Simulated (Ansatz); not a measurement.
Input file for Ansatz (an electronic-structure program): R-RI-MP2/cc-pVTZ on C2H2 (SMILES C#C). The basis file is the Basis Set Exchange's JSON of that set.

Ansatz 0.2 input:
```yaml
crystal:
  periodic: [false, false, false]
  atoms:
    - {symbol: C, position_ang: [-0.00000000, -0.00000000, 0.60450079]}
    - {symbol: C, position_ang: [-0.00000000, -0.00000000, -0.60450079]}
    - {symbol: H, position_ang: [0.00000000, 0.00000000, -1.67865650]}
    - {symbol: H, position_ang: [0.00000000, 0.00000000, 1.67865650]}
basis:
  gaussian:
    orbitals: cc-pVTZ
    fitting: {mean_field: def2-universal-JKFIT, correlation: cc-pVTZ-RIFIT.json}
magnetization: {spin_polarized: false}
correlation: {method: mp2, electrons: outside_noble_gas}
scf: {lower_state_search: off}
```

Program output:

```
WARN ansatz: RAYON_NUM_THREADS=4 ignored (pool sized by the plan → 4); use --threads N
Functional definition: HF
these checks for a lower state are left out or cut short: stability, starts, cluster_reference, orbital_swaps, neighbouring_geometries, increment
integrals: 0.01 GiB planned
186 factors; integrals over basis functions are off by at most 8.8e-1 eV
222 factors; integrals over basis functions are off by at most 6.9e-1 eV
mean field: 0.08 GiB planned
mean field evaluation 1: about -2089.7973 eV, gradient 2.2e1 eV
mean field evaluation 2: about -2091.0068 eV, gradient 7.1e0 eV
mean field evaluation 4: about -2091.1459 eV, gradient 1.0e-1 eV
mean field evaluation 8: about -2091.1459 eV, gradient 2.1e-6 eV
mean field -2091.14592905 eV, -76.8481954631 hartree, gradient 1.5e-6 eV, S^2 0.000000; 0 other end points of the search recorded, 0 dependent functions left out
2 core orbitals not correlated
reference -2091.14592905 eV, -76.8481954631 hartree; 5, 5 occupied and 81, 81 virtual orbitals, 222 factors
second order -8.45356765 eV of doubles, -0.00000000 eV of singles
Total energy: -2099.59949671 eV, -77.1588583443 hartree
Checks for a lower state left out: stability, starts, cluster_reference, orbital_swaps, neighbouring_geometries, increment
```

Self-consistency was reached.

Cost: around 0.3 core-seconds (rough).
